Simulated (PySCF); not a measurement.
# Distorted geometries of [PbCl3]−

[PbCl3]− (singlet). PySCF 2.14.0, RKS PBE, Pb def2-SVP with ECP60, Cl def2-SVP; non-relativistic Hamiltonian with scalar-relativistic core potentials where named; density fitting; no spin-orbit coupling. Relaxed geometry:

```xyz
4

Pb    0.0000    0.0000    0.5001
Cl    2.3462    0.0000   -0.6576
Cl   -1.1731    2.0319   -0.6576
Cl   -1.1731   -2.0319   -0.6576
```

Task: Order these distorted geometries by energy above the relaxed one, lowest first.
A.
```xyz
4

Pb   -0.0462   -0.0945    0.5063
Cl    2.3004    0.0355   -0.7420
Cl   -1.1076    2.1050   -0.6391
Cl   -1.1466   -2.0460   -0.5979
```
B.
```xyz
4

Pb   -0.0451   -0.0217    0.4875
Cl    2.4155   -0.0201   -0.6327
Cl   -1.1674    2.0388   -0.6873
Cl   -1.2031   -1.9971   -0.6402
```
C.
```xyz
4

Pb    0.0133    0.1452    0.5453
Cl    2.5398    0.0221   -0.8401
Cl   -1.2488    2.0132   -0.5522
Cl   -1.3044   -2.1804   -0.6256
```

Result: B (0.03 eV), A (0.11 eV), C (0.47 eV).

Task: Which forces (eV/Å) act in the one that lies 0.11 eV up?

Result: 
```
Pb   0.69  1.32  0.15
Cl  -0.24 -0.11  0.18
Cl   0.04 -0.43  0.20
Cl  -0.49 -0.79 -0.53
```
Forces carry noise of the integration grid, about 0.01 to 0.03 eV/Å.
